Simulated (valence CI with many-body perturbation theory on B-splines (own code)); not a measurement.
## Questions on Pt72+

Method: relativistic CI+MBPT: four valence electrons over a frozen Dirac-Fock core [He], a basis of 11 s, 11 p, 10 d, 8 f, 5 g, 2 h functions for each j, with the one-electron correlation potential Σ1, the two-electron term Σ2, the three-electron term Σ3, Breit, model QED; selected CI, second order for the rest, scaled by the run's own slope (own B-spline code, finite nucleus).

No measured spectrum was set against this ion. As an estimate, large intervals hold to a few tenths of a per cent, small ones and those within an open d or f shell to about a per cent. Among the levels kept, up to 1400 cm⁻¹ of a level comes from second order outside the variational space, and about a tenth of that is noise between levels of different J, which matters for small intervals.

Levels are named by their leading jj configuration (3d3/2^4 stands for four electrons in 3d with j = 3/2), which in mixed levels can hold well under half, so a name can repeat and another be missing.

Rates and lifetimes use the calculated energies. Strong lines usually hold to 10 to 20 %, long lifetimes can be off by a factor of two.

(1) What is the ground level?

(2) Name the longest-lived excited levels whose lifetime is computed, and their main decay.

(3) What is the ionisation energy?

(4) How well does LS coupling describe the low levels?

(5) Where does the other parity begin?

Answers

(1) (2s^2 2p1/2^2) J=0, composition 68 % 2s2 2p2 3P + 32 % 2s2 2p2 1S.

(2) (2s^2 2p1/2 2p3/2) J=2 at 14703 × 10³ cm⁻¹ lives 4.23 ns, mostly by E2 to (2s^2 2p1/2^2) J=0; (2s^2 2p1/2 2p3/2) J=1 at 14556 × 10³ cm⁻¹ lives 28.1 ps, mostly by M1 to (2s^2 2p1/2^2) J=0; (2s 2p1/2^2 2p3/2) J=2 at 17218 × 10³ cm⁻¹ lives 26.1 ps, mostly by E1 to (2s^2 2p1/2 2p3/2) J=1.

(3) 20838 eV; NIST lists 20840 ± 70 eV (theoretical).

(4) Among the lowest 20 levels the leading LS term, summed over configurations, holds 67 % on average. For single configurations the figures are 67 % in LS and 100 % in jj coupling. Terms mix most in the J = 1 level at 17980 × 10³ cm⁻¹, where the leading one holds 31 %.

(5) At (2s 2p1/2^2 2p3/2) J=2, 17218 × 10³ cm⁻¹.
